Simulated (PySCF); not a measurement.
## Bond curve of SnH⁻

Set-up: basis Sn aug-cc-pVDZ-PP with ECP28, H aug-cc-pVDZ; scalar-relativistic core potentials; PySCF 2.14. Energies in eV from Sn⁻ + H in their ground configurations at the same level. State: ³Σ⁻ (triplet), unpaired electrons π ↑↑.

| R (Å) | UHF-SCS-MP2 |
| --- | --- |
| 1.565 | -1.936 |
| 1.638 | -2.152 |
| 1.711 | -2.272 |
| 1.765 | -2.315 |
| 1.820 | -2.326 |
| 1.875 | -2.311 |
| 1.947 | -2.262 |
| 2.038 | -2.166 |
| 2.148 | -2.016 |
| 2.293 | -1.778 |

Problem. Put a parabola through the three lowest points of the UHF-SCS-MP2 curve and estimate Re, k and ωe (reduced mass 0.9994 u; 1 eV/Å² = 0.16022 mdyn/Å; ωe = 1302.8·√(k/μ) cm⁻¹).

Solution. Through R = 1.765, 1.82, 1.875 Å the second-order coefficient is 4.30 eV/Å², so Re ≈ 1.816 Å, k ≈ 1.38 mdyn/Å and ωe ≈ 1529 cm⁻¹. A polynomial fit of higher order to the unrounded UHF-SCS-MP2 energies gives Re = 1.814 Å, k = 1.38 mdyn/Å, ωe = 1532 cm⁻¹; anharmonicity and rounding make the difference.

The higher-order fit for each curve: UHF-SCS-MP2: Re = 1.814 Å, ωe = 1532 cm⁻¹, De = 2.33 eV.

Correlated steps freeze 4 core orbitals. Correlated levels converge slowly with the basis: in double zeta they bind strong bonds too weakly, by up to about 1 eV, and carry superposition errors of some tenths. Spin–orbit coupling is left out, which matters for elements this heavy, above all for dissociation energies. For an ion De counts to the pair picked by the measured ionisation energies or electron affinities, which need not be the lowest pair at this level. The state was picked by a PBE0 search and need not be the measured ground state.
